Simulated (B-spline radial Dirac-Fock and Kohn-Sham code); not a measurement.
Z = 15 (phosphorus), transition energy 167 keV. Calculated with a radial atomic solver, using a Dirac-Hartree-Slater potential of the neutral atom with a Latter tail (no hole, which puts coefficients of high multipoles low close above an edge), finite nucleus with surface currents. Subshells that would emit electrons below 1 keV are left out.

Q: A pure transition shows α(K) = 0.800, L1/L2 = 17.9 and L1/L3 = 14.4. What is its multipolarity?
A. E4
B. E3
C. M4
D. M3
E. M2
F. E1
G. E2
H. M1

A: A. For comparison, α(K), L1/L2, L1/L3 are E1 0.00195, 219, 114; E2 0.0165, 87.7, 58.3; E3 0.118, 35.9, 27.3; M1 0.00127, 120, 202; M2 0.00871, 59.9, 108; M3 0.0591, 35.8, 43.3; M4 0.403, 23.9, 21.2.
